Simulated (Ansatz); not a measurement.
Compare A (`C[SiH2]C(F)Br`) with its isomer B (`FCC([SiH3])Br`).

Program: Ansatz. Geometries: PBE0-D4/def2-TZVP. ΔE: electronic, gas phase. CBS: MP2 limit from def2 TZ/QZ plus the TZ coupled-cluster correction, frozen cores. DFT in def2-TZVPP. B3LYP here is the variant with VWN-RPA as its local correlation; programs differ in this. For Br outer-core shells are correlated without core-valence functions, which leaves a few kJ/mol of doubt a bond. Scalar relativity is left out up to krypton. Each species was taken in one conformer, which may not be the lowest.

(1) Which is lower in electronic energy at CCSD(T)/CBS, and by how much? (Estimate.)

(2) Give E(B) − E(A) in kJ/mol with HF/def2-TZVPP, B3LYP-D4, CCSD/def2-TZVPP, r2SCAN-D4, PBE0-D4, MP2/def2-TZVPP, B2PLYP. (An estimate is asked.)

Largest T1 diagnostic: 0.010.

Results:

(1) Computed: A, by 25.7 kJ/mol.

(2) The calculation gave: HF/def2-TZVPP 18.4, B3LYP-D4 32.6, CCSD/def2-TZVPP 22.5, r2SCAN-D4 36.6, PBE0-D4 32.0, MP2/def2-TZVPP 23.7, B2PLYP 29.4. None reverses the order clearly.

In def2-TZVPP, CCSD(T) changes the Hartree–Fock value by +5.0 kJ/mol (the triples alone add +1.0 kJ/mol) and MP2 by +5.3 kJ/mol. From PBE to PBE0 (25 % exact exchange), in def2-TZVPP and without D4, E(B) − E(A) moves by −4.9 kJ/mol.
